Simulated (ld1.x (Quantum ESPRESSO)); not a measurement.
**Logarithmic derivatives: silicon, TM semilocal**

```json
{
  "Element": "silicon (Si)",
  "Generator": "ld1.x (Quantum ESPRESSO) 7.5",
  "Type": "norm-conserving Troullier–Martins (semilocal form)",
  "Functional": "PBE",
  "Relativity": "non-relativistic",
  "Frozen core": "[Ne]",
  "Valence charge": "4",
  "Reference configuration": "3s2 3p2",
  "Partial waves": "3s (bound): rc 1.85 bohr; 3p (bound): rc 2.45 bohr; 3d channel at 0.3 Ry: rc 2.25 bohr",
  "Local potential": "the d channel",
  "Core correction": "Bessel-smoothed model core inside 1.55 bohr"
}
```

The phase is arctan(r·u′/u) with u = r·R(r), unwrapped; energies in Ry, scanned from -3 to 5 Ry. A pole is an energy at which the radial function vanishes at the test radius. The pseudo phase is shifted by a multiple of π to meet the all-electron one at the reference energy, and phase errors are pseudo minus all-electron; the curves can meet again beyond the range given. Levels narrower than the energy grid can be missing from the lists of poles.

| channel | radius (bohr) | reference energy (Ry) | poles, all-electron | poles, pseudo | unbroken range about the reference energy with phases within 0.05 rad | phase error 1 Ry above the reference energy (rad) |
| --- | --- | --- | --- | --- | --- | --- |
| s | 2.66 | -0.79 | 0.07 | 0.06 | below 2.0 | -0.002 |
| p | 2.66 | -0.30 | 0.90 | 0.89 | below 2.6 | -0.003 |
| d | 2.66 | 0.30 | 1.91 | 1.95 | below 3.2 | +0.005 |

Phases in the d channel:

```
E (Ry)  all-electron  pseudo
 -3.00         1.357   1.358
 -2.52         1.339   1.339
 -2.04         1.315   1.315
 -1.56         1.281   1.281
 -1.08         1.230   1.230
 -0.60         1.143   1.143
 -0.12         0.955   0.955
  0.36         0.342   0.342
  0.84        -0.924  -0.921
  1.32        -1.376  -1.371
  1.80        -1.543  -1.536
  2.28        -1.647  -1.634
  2.76        -1.743  -1.719
  3.24        -1.877  -1.822
  3.72        -2.181  -2.001
  4.20        -3.267  -2.492
  4.68        -4.206  -3.705
```
